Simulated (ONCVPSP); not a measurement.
# What one change does to a pseudopotential (Cd, ONCV)

ONCVPSP 4.0.1 input, shortened (lines: element, Z, core and valence counts, functional; n l f; lmax; l rc ep ncon nbas qcut; lloc lpopt rc5 dvloc0; l nproj debl; icmod fcfact rcfact), LDA (Perdew-Zunger), scalar-relativistic:

```
  Cd 48.00    6    4        3      upf
    1    0    2.00
    2    0    2.00
    2    1    6.00
    3    0    2.00
    3    1    6.00
    3    2   10.00
    4    0    2.00
    4    1    6.00
    4    2   10.00
    5    0    2.00
    2
    0    1.30    0.00    4    9    9.70
    1    1.50    0.00    4    7    9.10
    2    1.10    0.00    4    8    9.50
    4    4    1.00    0.00
    0    2    2.30
    1    2    1.90
    2    2    3.90
    0    0.00    0.00
```

In the p channel the program set the typed energies aside and used -2.462, 0.250 Ha.

All-electron outer shells of the reference configuration (LDA (Perdew-Zunger), scalar-relativistic, ld1.x):

| shell | level (eV) | outermost node (bohr) | outermost maximum (bohr) |
| --- | --- | --- | --- |
| 3d | -394.01 | – | 0.27 |
| 4s | -105.84 | 0.43 | 0.79 |
| 4p | -66.99 | 0.43 | 0.84 |
| 4d | -11.90 | 0.42 | 0.98 |
| 5s | -5.96 | 1.07 | 2.32 |

Change: all radii scaled by about 0.92 (s 1.20, p 1.38, d 1.00 bohr); local potential polynomial inside 0.92 bohr (lpopt 4, dvloc0 0 Ha).

Cutoffs: the cutoffs (Ha) at which the residual kinetic energy of the hardest occupied pseudo-wave falls to 1 and 0.1 mHa per electron; they do not see the model core or the augmentation charge, which bear on the density cutoff. Errors are all-electron minus pseudo energies relative to the spin-unpolarised reference configuration.

Problem. What does the change do?

Solution. The potential gets harder (38 Ha and 46 Ha → 40 Ha and 70 Ha); of the 4 tests that both files solve, the error grows in 0 and shrinks in 1 by more than 15 % and 0.3 meV (median size 2.7 → 2.5 meV); neither file shows a bound ghost. A smaller radius makes the pseudo-wave follow the all-electron one further in, where it bends more sharply, so more plane waves are needed.

| quantity | base | changed |
| --- | --- | --- |
| cutoff, loose | 38 Ha | 40 Ha |
| cutoff, tight | 46 Ha | 70 Ha |
| loose cutoff by channel | s 35 Ha, p 20 Ha, d 38 Ha | s 37 Ha, p 20 Ha, d 40 Ha |
| bound ghosts | none | none |
| GHOST(+) flags under 300 eV | none | none |
| error for 4s2 4p6 4d10 5s1, meV [ΔE 9.63 eV] | -1.4 | -1.3 |
| error for 4s2 4p6 4d10 5s0, meV [ΔE 27.15 eV] | -4.1 | -3.7 |
| error for 4s2 4p6 4d9 5s0, meV [ΔE 65.40 eV] | -8.1 | -6.8 |
| error for 4s2 4p6 4d10 5s0 5p2, meV [ΔE 9.91 eV] | -0.9 | -0.8 |
